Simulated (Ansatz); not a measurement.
Program: Ansatz. Geometries: PBE0-D4/def2-TZVP. ΔE: electronic, gas phase. CCSD(T)/CBS adds triple-zeta CCSD(T) − MP2 to the extrapolated MP2 energy (def2 sets, frozen cores). This one scheme is used for every species. DFT in def2-TZVPP. B3LYP here is the variant with VWN-RPA as its local correlation; programs differ in this. Elements past krypton have def2 core potentials. For In outer-core shells are correlated without core-valence functions, which leaves a few kJ/mol of doubt a bond. One conformer a species, not always the lowest.

`[OH][In]([SH])[O][SiH3]` + HCl → `[SiH3][O][In]([SH])[Cl]` + H₂O  (ligand exchange at the In–O bond)

`[OH][In]([SH])[O][SiH3]`:

```xyz
10

O    -3.021   -0.704    0.880
In   -1.407   -0.440   -0.208
S    -1.193   -0.799   -2.520
O     0.138    0.195    0.859
Si    1.682    0.574    0.511
H    -2.852   -0.488    1.802
H     0.100   -0.426   -2.493
H     2.622   -0.294    1.270
H     1.964    1.996    0.847
H     1.966    0.386   -0.948
```

HCl:

Cartesian coordinates in Å:
```
Cl 0.594 -0.169 0.165
H -0.594 0.169 -0.165
```

`[SiH3][O][In]([SH])[Cl]`:

```xyz
9

Si   -0.618    1.692    0.346
O    -0.153    0.316   -0.405
In    0.551   -1.443    0.105
S     1.035   -2.998   -1.587
Cl    0.840   -1.826    2.360
H     0.297    2.805   -0.026
H    -1.999    2.047   -0.078
H    -0.600    1.540    1.828
H     0.647   -2.134   -2.543
```

H₂O:

```xyz
3

O     0.286   -0.204    0.168
H     0.370    0.477   -0.504
H    -0.656   -0.273    0.336
```

```csv
level,ΔE (kJ/mol),difference from CCSD(T)/CBS
PBE-D4,-81.9,4.1
B3LYP-D4,-86.9,-0.9
ωB97X-V,-86.0,0.0
PBE,-81.3,4.7
PBE0,-90.7,-4.7
HF/def2-TZVPP,-105.4,-19.4
SCS-MP2/def2-TZVPP,-84.2,1.8
CCSD(T)/def2-TZVPP,-83.8,2.2
MP2/def2-QZVPP,-86.8,-0.8
HF/CBS(def2),-105.0,-19.0
CCSD(T)/CBS,-86.0,0
```

Largest T1 diagnostic among the species: 0.016.

From PBE to PBE0 (25 % exact exchange), in def2-TZVPP and without D4, ΔE moves by −9.3 kJ/mol. In def2-TZVPP, CCSD(T) changes the Hartree–Fock value by +21.6 kJ/mol (the triples alone add +2.8 kJ/mol) and MP2 by +19.7 kJ/mol.
